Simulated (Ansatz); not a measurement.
`CO[SiH](O)O[SiH2]O` and `CO[SiH](O)O[SiH3]` differ in one atom or group.

Ansatz, PBE0-D4/def2-TZVP geometries, multiplicity 1. Each molecule was computed in one conformer, which needn't be the lowest.

```csv
property,`CO[SiH](O)O[SiH2]O`
LUMO energy (PBE0/def2-TZVPP) / eV,0.66
HOMO energy (PBE/def2-TZVPP) / eV,-6.89
HOMO–LUMO gap (PBE0/def2-TZVPP) / eV,9.03
LUMO energy (B3LYP/def2-TZVPP) / eV,0.31
HOMO–LUMO gap (PBE/def2-TZVPP) / eV,6.67
HOMO–LUMO gap (B3LYP/def2-TZVPP) / eV,8.47
```

(1) What does the change do to each property? (An estimate is asked.)

## Answers

(1) Computed: 
```
                             property  `CO[SiH](O)O[SiH3]`  shift
   LUMO energy (PBE0/def2-TZVPP) / eV                 0.32  -0.34
    HOMO energy (PBE/def2-TZVPP) / eV                -6.93  -0.04
 HOMO–LUMO gap (PBE0/def2-TZVPP) / eV                 8.84  -0.19
  LUMO energy (B3LYP/def2-TZVPP) / eV                 0.08  -0.23
  HOMO–LUMO gap (PBE/def2-TZVPP) / eV                 6.37  -0.30
HOMO–LUMO gap (B3LYP/def2-TZVPP) / eV                 8.37  -0.10
```

With PBE0 the HOMO falls by 0.16 eV and the LUMO falls by 0.34 eV, so the gap narrows by about 0.18 eV. PBE moves the HOMO by -0.04 eV and ωB97M-V by -0.26 eV.

B3LYP here is the variant with VWN-RPA as its local correlation; programs differ in this.
